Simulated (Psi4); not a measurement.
GaO (SMILES [O]=[Ga]), doublet, at a GFN2-xTB geometry (such geometries of metal compounds can be far from the true shape); R2SCAN/cc-pVTZ (Psi4 1.11).

The Psi4 input:
```
memory 2 GB

molecule {
0 2
Ga   -0.00000000   -0.00000000   -0.33770072
O     0.00000000    0.00000000    1.30859028
}

set {
  basis cc-pvtz
  reference uks
  scf_type pk
  puream true
  d_convergence 1e-8
  dft_radial_points 99
  dft_spherical_points 590
}

energy('r2scan')
print_variables()
```

The log (banner, timings and long lists left out):

```
   => Loading Basis Set <=

    Name: CC-PVTZ
    Role: ORBITAL
    Keyword: BASIS

         ---------------------------------------------------------
                                   SCF
               by Justin Turney, Rob Parrish, Andy Simmonett
                          and Daniel G. A. Smith
                              UKS Reference
         ---------------------------------------------------------

  ==> Geometry <==

    Molecular point group: c2v
    Full point group: C_inf_v

    Geometry (in Angstrom), charge = 0, multiplicity = 2:

       Center              X                  Y                   Z               Mass
    ------------   -----------------  -----------------  -----------------  -----------------
         GA           0.000000000000     0.000000000000    -0.310081637153    68.925573500000
         O            0.000000000000     0.000000000000     1.336209362847    15.994914619570

  Running in c2v symmetry.

  Rotational constants: A = ************  B =      0.47911  C =      0.47911 [cm^-1]
  Rotational constants: A = ************  B =  14363.29759  C =  14363.29759 [MHz]
  Nuclear repulsion =   79.716130529875969

  Charge       = 0
  Multiplicity = 2
  Electrons    = 39
  Nalpha       = 20
  Nbeta        = 19

  ==> Algorithm <==

  SCF Algorithm Type is PK.
  DIIS enabled.
  MOM disabled.
  Fractional occupation disabled.
  Guess Type is SAD.
  Energy threshold   = 1.00e-06
  Density threshold  = 1.00e-08
  Integral threshold = 1.00e-12

  ==> Primary Basis <==

  Basis Set: CC-PVTZ
    Blend: CC-PVTZ
    Number of shells: 25
    Number of basis functions: 73
    Number of Cartesian functions: 84
    Spherical Harmonics?: true
    Max angular momentum: 3

  ==> DFT Potential <==

   => LibXC <=

    Version 7.1.2
    S. Lehtola, C. Steigemann, M. J. T. Oliveira, and M. A. L. Marques,  SoftwareX 7, 1–5 (2018) (10.1016/j.softx.2017.11.002)

   => Composite Functional: R2SCAN <=

    r2SCAN Meta-GGA XC Functional  (0.1021/acs.jpclett.0c02405)
    J. W. Furness, A. D. Kaplan, J. Ning, J. P. Perdew, J. Sun  J. Phys. Chem. Lett.  11, 8208–8215, 2020

    Deriv               =              1
    GGA                 =           TRUE
    Meta                =           TRUE

    Exchange Hybrid     =          FALSE
    MP2 Hybrid          =          FALSE

   => Exchange Functionals <=

    1.0000   XC_MGGA_X_R2SCAN

   => Correlation Functionals <=

    1.0000   XC_MGGA_C_R2SCAN

   => LibXC Density Thresholds  <==

[...]
   @Spin Contamination Metric:   1.112334476E-02
   @S^2 Expected:                7.500000000E-01
   @S^2 Observed:                7.611233448E-01
   @S   Expected:                5.000000000E-01
   @S   Observed:                5.000000000E-01

    Orbital Energies [Eh]
    ---------------------

    Alpha Occupied:

[...]
    Alpha Virtual:

[...]
    Beta Occupied:

[...]
       4B2    -0.255176

    Beta Virtual:

[...]
    Final Occupation by Irrep:
             A1    A2    B1    B2
    DOCC [    10,    1,    4,    4 ]
    SOCC [     1,    0,    0,    0 ]
    NA   [    11,    1,    4,    4 ]
    NB   [    10,    1,    4,    4 ]

  @UKS Final Energy: -2000.04418235228150

   => Energetics <=

    Nuclear Repulsion Energy =             79.7161305298759686
    One-Electron Energy =               -2946.3508003294259652
    Two-Electron Energy =                 950.1528075309931864
    DFT Exchange-Correlation Energy =     -83.5623200837247566
    Empirical Dispersion Energy =           0.0000000000000000
    VV10 Nonlocal Energy =                  0.0000000000000000
    Total Energy =                      -2000.0441823522814957

  UHF NO Occupations:
  HONO-2 :    4 B2 1.9996221
  HONO-1 :   10 A1 1.9955818
  HONO-0 :   11 A1 1.0000000
  LUNO+0 :   12 A1 0.0044182
  LUNO+1 :    5 B2 0.0003779
  LUNO+2 :    5 B1 0.0003779
  LUNO+3 :   13 A1 0.0001985

Computation Completed

Properties will be evaluated at   0.000000,   0.000000,   0.000000 [a0]

Properties computed using the SCF density matrix

 Multipole Moments:

 ------------------------------------------------------------------------------------
     Multipole            Electronic (a.u.)      Nuclear  (a.u.)        Total (a.u.)
 ------------------------------------------------------------------------------------

 L = 1.  Multiply by 2.5417464519 to convert [e a0] to [Debye]
 Dipole X            :          0.0000000            0.0000000            0.0000000
 Dipole Y            :          0.0000000            0.0000000            0.0000000
 Dipole Z            :         -3.3749357            2.0355074           -1.3394282
 Magnitude           :                                                    1.3394282

 ------------------------------------------------------------------------------------

  Variable Map:
  ----------------------------------------------------------------------------
[...]
  Array Variable Map:
  ----------------------------------------------------------------------------
[...]
[...]
```
